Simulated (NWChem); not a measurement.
Program: NWChem. System: C2H6AlCl, charge 0, spin multiplicity 1, at a geometry optimised with PBE/def2-SVP. The structure started from a generated list of species. Level: RHF/def2-TZVP.

Output (cleaned and shortened):

```
             Northwest Computational Chemistry Package (NWChem) 7.3.0
             --------------------------------------------------------

                                NWChem Input Module
                                -------------------

 Scaling coordinates for geometry "geometry" by  1.889725989
 (inverse scale =  0.529177249)

                             Geometry "geometry" -> ""
                             -------------------------

 Output coordinates in angstroms (scale by  1.889725989 to convert to a.u.)

  No.       Tag          Charge          X              Y              Z
 ---- ---------------- ---------- -------------- -------------- --------------
    1 Al                  13.0000     0.21924800    -0.25283700     0.22327100
    2 C                    6.0000     2.02388600    -0.66547900    -0.41681800
    3 H                    1.0000     2.42510900    -1.60266200     0.02131200
    4 H                    1.0000     2.72179500     0.15309700    -0.13382600
    5 H                    1.0000     2.06423700    -0.74734000    -1.52244500
    6 C                    6.0000    -0.61930400    -0.95313100     1.84908800
    7 H                    1.0000    -1.30744200    -1.78796700     1.59074300
    8 H                    1.0000    -1.23354500    -0.18518000     2.36285000
    9 H                    1.0000     0.12266300    -1.35220900     2.57122200
   10 Cl                  17.0000    -0.94532600     1.08945900    -0.96388200

 Effective nuclear repulsion energy (a.u.)     187.7990342120

            Nuclear Dipole moment (a.u.)
            ----------------------------
        X                 Y               Z
 ---------------- ---------------- ----------------
    -0.0000170075     0.0000018897     0.0000094486


 Summary of "ao basis" -> "" (spherical)
 ------------------------------------------------------------------------------
       Tag                 Description            Shells   Functions and Types
 ---------------- ------------------------------  ------  ---------------------
 *                         def2-tzvp                  on all atoms

 Summary of "ao basis" -> "ao basis" (spherical)
 ------------------------------------------------------------------------------
       Tag                 Description            Shells   Functions and Types
 ---------------- ------------------------------  ------  ---------------------
 Al                        def2-tzvp                13       37   5s5p2d1f
 C                         def2-tzvp                11       31   5s3p2d1f
 H                         def2-tzvp                 4        6   3s1p
 Cl                        def2-tzvp                13       37   5s5p2d1f

                                 NWChem SCF Module
                                 -----------------

  ao basis        = "ao basis"
  functions       =   172
  atoms           =    10
  closed shells   =    24
  open shells     =     0
  charge          =   0.00
  wavefunction    = RHF
  use symmetry    = F
  symmetry adapt  = F

 Summary of "ao basis" -> "ao basis" (spherical)
 ------------------------------------------------------------------------------
       Tag                 Description            Shells   Functions and Types
 ---------------- ------------------------------  ------  ---------------------
 Al                        def2-tzvp                13       37   5s5p2d1f
 C                         def2-tzvp                11       31   5s3p2d1f
 H                         def2-tzvp                 4        6   3s1p
 Cl                        def2-tzvp                13       37   5s5p2d1f

 Forming initial guess at       0.1s

      Superposition of Atomic Density Guess
      -------------------------------------

 Sum of atomic energies:        -779.69402409

      Non-variational initial energy
      ------------------------------

 Total energy =    -781.234643
 1-e energy   =   -1448.627802
 2-e energy   =     479.594125
 HOMO         =      -0.337419
 LUMO         =       0.000013

 Starting SCF solution at       3.1s

 ----------------------------------------------
         Quadratically convergent ROHF

 Convergence threshold     :          1.000E-07
 Maximum no. of iterations :          100
 Final Fock-matrix accuracy:          1.000E-09
 ----------------------------------------------

              iter       energy          gnorm     gmax       time
             ----- ------------------- --------- --------- --------
                 1     -780.7368535960  7.63D-01  1.99D-01      5.0
                 2     -780.7815304005  2.63D-01  4.22D-02      6.9
                 3     -780.7871148163  9.78D-03  1.95D-03     11.9
                 4     -780.7871271905  6.69D-05  1.48D-05     19.8
                 5     -780.7871271912  8.33D-09  2.49D-09     33.0

       Final RHF  results
       ------------------

         Total SCF energy =   -780.787127191158
      One-electron energy =  -1452.850166402473
      Two-electron energy =    484.264004999288
 Nuclear repulsion energy =    187.799034212027

        Time for solution =     29.9s

             Final eigenvalues
             -----------------

              1
    1 -104.8013
    2  -58.4842
    3  -11.2069
    4  -11.2069
    5  -10.5308
    6   -7.9973
    7   -7.9968
    8   -7.9967
    9   -4.8991
   10   -3.2149
   11   -3.2128
   12   -3.2114
   13   -1.0596
   14   -0.9261
   15   -0.9162
   16   -0.5561
   17   -0.5470
   18   -0.5456
   19   -0.5422
   20   -0.5396
   21   -0.4583
   22   -0.4553
   23   -0.4533
   24   -0.4027
   25    0.0759
   26    0.0857
   27    0.1428
   28    0.1562
   29    0.1981
   30    0.2009
   31    0.2139
   32    0.2191
   33    0.2368
   34    0.2661

                       ROHF Final Molecular Orbital Analysis
                       -------------------------------------

 Vector   22  Occ=2.000000D+00  E=-4.553496D-01
              MO Center=  6.1D-02, -7.2D-02,  6.5D-02, r^2= 4.6D+00
   Bfn.  Coefficient  Atom+Function         Bfn.  Coefficient  Atom+Function
  ----- ------------  ---------------      ----- ------------  ---------------
   151      0.209078  10 Cl py                4      0.191926   1 Al s
   152     -0.185241  10 Cl pz              150     -0.183350  10 Cl px
    43     -0.164294   2 C  px               46     -0.156695   2 C  px

 Vector   23  Occ=2.000000D+00  E=-4.533467D-01
              MO Center= -8.8D-01,  1.0D+00, -8.9D-01, r^2= 1.4D+00
   Bfn.  Coefficient  Atom+Function         Bfn.  Coefficient  Atom+Function
  ----- ------------  ---------------      ----- ------------  ---------------
   151      0.404596  10 Cl py              152      0.276184  10 Cl pz
   154      0.266509  10 Cl py              148      0.185409  10 Cl py
   150      0.183825  10 Cl px              155      0.182291  10 Cl pz

 Vector   24  Occ=2.000000D+00  E=-4.027304D-01
              MO Center=  3.8D-01, -4.4D-01,  3.9D-01, r^2= 4.3D+00
   Bfn.  Coefficient  Atom+Function         Bfn.  Coefficient  Atom+Function
  ----- ------------  ---------------      ----- ------------  ---------------
    43     -0.206268   2 C  px               46     -0.197296   2 C  px
    15      0.187741   1 Al px               94      0.178723   6 C  pz
    97      0.171999   6 C  pz              150     -0.165043  10 Cl px
    17     -0.163964   1 Al pz

 Vector   25  Occ=0.000000D+00  E= 7.592549D-02
              MO Center=  2.3D-01, -2.7D-01,  2.3D-01, r^2= 5.2D+00
   Bfn.  Coefficient  Atom+Function         Bfn.  Coefficient  Atom+Function
  ----- ------------  ---------------      ----- ------------  ---------------
    19      0.838105   1 Al py               20      0.597896   1 Al pz
    18      0.351112   1 Al px              154     -0.219425  10 Cl py
    16      0.204358   1 Al py

 Vector   26  Occ=0.000000D+00  E= 8.573135D-02
              MO Center=  6.2D-01, -7.1D-01,  6.4D-01, r^2= 8.4D+00
   Bfn.  Coefficient  Atom+Function         Bfn.  Coefficient  Atom+Function
  ----- ------------  ---------------      ----- ------------  ---------------
     5      3.771022   1 Al s                42     -3.398187   2 C  s
    91     -3.395570   6 C  s                77      0.801001   4 H  s
   120      0.801598   7 H  s               126      0.596281   8 H  s
    83      0.589590   5 H  s               100      0.591447   6 C  pz
    19     -0.549603   1 Al py               20      0.490871   1 Al pz

 Vector   27  Occ=0.000000D+00  E= 1.427974D-01
              MO Center=  2.7D-01, -3.2D-01,  2.8D-01, r^2= 1.2D+01
   Bfn.  Coefficient  Atom+Function         Bfn.  Coefficient  Atom+Function
  ----- ------------  ---------------      ----- ------------  ---------------
    42      3.852319   2 C  s                91     -3.860940   6 C  s
    18     -2.010600   1 Al px               20      1.690740   1 Al pz
    77     -0.857414   4 H  s               120      0.856970   7 H  s
    71     -0.707571   3 H  s               132      0.707190   9 H  s
   126      0.681021   8 H  s                83     -0.675599   5 H  s

 center of mass
 --------------
 x =  -0.11207241 y =   0.12912961 z =  -0.11433770

 moments of inertia (a.u.)
 ------------------
         575.284770051883         174.442288595262          -2.824065063016
         174.442288595262         716.868069899679         219.278489100413
          -2.824065063016         219.278489100413         622.182095444754

  Mulliken analysis of the total density
  --------------------------------------

    Atom       Charge   Shell Charges
 -----------   ------   -------------------------------------------------------
    1 Al  13    12.15   2.00  0.65  1.33  0.67  0.11  2.92  2.28  0.82  0.83  0.13  0.17  0.15  0.08
    2 C    6     6.62   0.85  1.12  0.46  0.69  0.12  1.23  1.51  0.59  0.01  0.03  0.00
    3 H    1     0.88   0.26  0.49  0.11  0.02
    4 H    1     0.87   0.25  0.49  0.11  0.02
    5 H    1     0.87   0.26  0.48  0.10  0.02
    6 C    6     6.62   0.85  1.12  0.46  0.69  0.12  1.23  1.51  0.59  0.01  0.03  0.00
    7 H    1     0.87   0.25  0.49  0.11  0.02
    8 H    1     0.87   0.26  0.48  0.10  0.02
    9 H    1     0.88   0.26  0.49  0.11  0.02
   10 Cl  17    17.37   2.01  0.45  1.52  1.07  0.86  4.18  1.69  1.08  2.88  1.61  0.00  0.02  0.00

       Multipole analysis of the density wrt the origin
       ------------------------------------------------

     L   x y z        total         open         nuclear
     -   - - -        -----         ----         -------
     0   0 0 0     -0.000000      0.000000     48.000000

     1   1 0 0      0.471422      0.000000     -0.000017
     1   0 1 0     -0.543424      0.000000      0.000002
     1   0 0 1      0.480442      0.000000      0.000009

     2   2 0 0    -31.183927      0.000000    226.731155
     2   1 1 0      1.709075      0.000000    -90.636065
     2   1 0 1      0.368260      0.000000    -14.071073
     2   0 2 0    -29.349022      0.000000    133.296027
     2   0 1 1      2.200382      0.000000   -118.457235
     2   0 0 2    -30.652740      0.000000    196.623888

 Task  times  cpu:       33.1s     wall:       33.1s

 Total times  cpu:       33.1s     wall:       33.1s
```

Problem. Write an NWChem input that would produce this output.

Solution. Several could match; the one computed here: 
```
start mol
memory heap 200 mb stack 900 mb global 1100 mb
geometry units angstroms nocenter noautoz noautosym
  Al     0.219248    -0.252837     0.223271
  C      2.023886    -0.665479    -0.416818
  H      2.425109    -1.602662     0.021312
  H      2.721795     0.153097    -0.133826
  H      2.064237    -0.747340    -1.522445
  C     -0.619304    -0.953131     1.849088
  H     -1.307442    -1.787967     1.590743
  H     -1.233545    -0.185180     2.362850
  H      0.122663    -1.352209     2.571222
  Cl    -0.945326     1.089459    -0.963882
end
basis spherical
  * library def2-tzvp
end
scf
  rhf
  nopen 0
  maxiter 100
  thresh 1e-7
  semidirect memsize 60000000 filesize 0
end
task scf energy
```
